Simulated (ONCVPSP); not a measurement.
**Sb, ONCV: configuration errors across variants**

- Element: Sb (Z = 51)
- Generator: ONCVPSP 4.0.1
- Type: optimised norm-conserving Vanderbilt (ONCV)
- Functional: revPBE
- Relativity: scalar-relativistic
- Frozen core: [Ar] 3d10
- Valence charge: 23
- Reference configuration: 4s2 4p6 4d10 5s2 5p2.5 (charge +0.5)
- Partial waves: 4s+5s: rc 1.40 bohr, ncon 4, nbas 8, qcut 11.2 1/bohr, 2 projectors; 4p+5p: rc 1.35 bohr, ncon 3, nbas 6, qcut 12.4 1/bohr, 2 projectors; 4d: rc 1.35 bohr, ncon 4, nbas 8, qcut 12.4 1/bohr, 2 projectors, debl 0.9 Ha
- Local potential: polynomial inside 1.25 bohr (lpopt 5, dvloc0 3 Ha)
- Core correction: Teter function, fcfact 5.75, rcfact 1.1

In the d channel the program set the typed energies aside and used -1.380, 0.250 Ha.

All-electron excitation energies from the reference (eV): (1) 4s2 4p6 4d10 5s2 5p3 -3.237; (2) 4s2 4p6 4d10 5s2 5p2 5.026; (3) 4s2 4p6 4d10 5s2 5p1 20.915; (4) 4s2 4p6 4d10 5s2 5p0 45.204.

Errors AE − PS in meV (a dash: test not solved or not reliable):

| change | (1) | (2) | (3) | (4) | bound ghosts | GHOST(+) flags above zero |
| --- | --- | --- | --- | --- | --- | --- |
| base | +0.6 | -1.0 | -4.6 | -10 | none | none |
| core correction Teter function, fcfact 5.75, rcfact 0.94 | +0.6 | -1.0 | -4.6 | -10 | none | none |
| core correction Teter function, fcfact 5.75, rcfact 1.12 | +0.6 | -1.0 | -4.6 | -10 | none | none |
| core correction Teter function, fcfact 5.75, rcfact 1.28 | +0.6 | -1.0 | -4.6 | -11 | none | none |
| core correction Teter function, fcfact 5.75, rcfact 1.52 | +0.6 | -1.0 | -4.6 | -11 | none | none |
| core correction Teter function, fcfact 5.75, rcfact 1.66 | +0.6 | -1.0 | -4.6 | -11 | none | none |
| core correction Teter function, fcfact 5.75, rcfact 2.04 | +0.6 | -1.0 | -5.0 | -13 | none | none |

Task: Give the same row for: core correction Teter function, fcfact 5.75, rcfact 1.82.

Result: +0.6, -1.0, -4.7, -11; bound ghosts: none; GHOST(+) flags above zero: none.
